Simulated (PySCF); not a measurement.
Results of a calculation; reference values are marked as such.
**C2H8ClOSi2**

C2H8ClOSi2 is a small molecule (built as: C site whose three back bonds go to OSiH3, CH2SiH3, Cl), neutral, doublet. The structure, one conformer, was relaxed in the gas phase by PBE0-D3(BJ)/def2-SVP. No frequency run checks that it is a minimum.

SMILES: [SiH3]C[C](Cl)O[SiH3]

```xyz
14

C     0.548    0.995    0.856
O     0.028   -0.108    1.411
Si    0.799   -1.158    2.495
C    -0.301    1.671   -0.156
Si   -0.514    0.700   -1.788
Cl    2.272    0.898    0.472
H    -0.312   -1.970    3.055
H     1.483   -0.377    3.564
H     1.767   -2.031    1.778
H    -1.303    1.815    0.282
H     0.109    2.665   -0.389
H     0.780    0.642   -2.530
H    -0.980   -0.688   -1.498
H    -1.531    1.392   -2.638
```
Atoms count from 1 in this order.

EPR values by unrestricted B3LYP, IGLO-III on C Cl O Si, pcH-1 on H.

Predict g and the largest hyperfine couplings. Where does the spin sit?

g = 2.0016, 2.0051, 2.0078. The spin sits on C1 (80 %, bonded to 1 C + 1 Cl + 1 O) by Mulliken populations.
```csv
atom,isotope,isotropic (MHz),"dipolar, principal values (MHz)"
C1,13C,322.8,"-70.2, -68.9, 139.1"
Si5,29Si,-76.0,"-18.1, 8.8, 9.3"
Cl6,35Cl,26.4,"-23.1, -16.0, 39.1"
O2,17O,-14.3,"-42.1, 20.4, 21.7"
H11,1H,24.2,"-5.1, -4.7, 9.9"
H10,1H,22.9,"-5.1, -4.8, 9.9"
```

How do the isotropic couplings move with BHandHLYP?

C1 322.8 to 366.0 MHz, Si5 -76.0 to -74.8 MHz, Cl6 26.4 to 27.9 MHz, O2 -14.3 to -20.6 MHz.
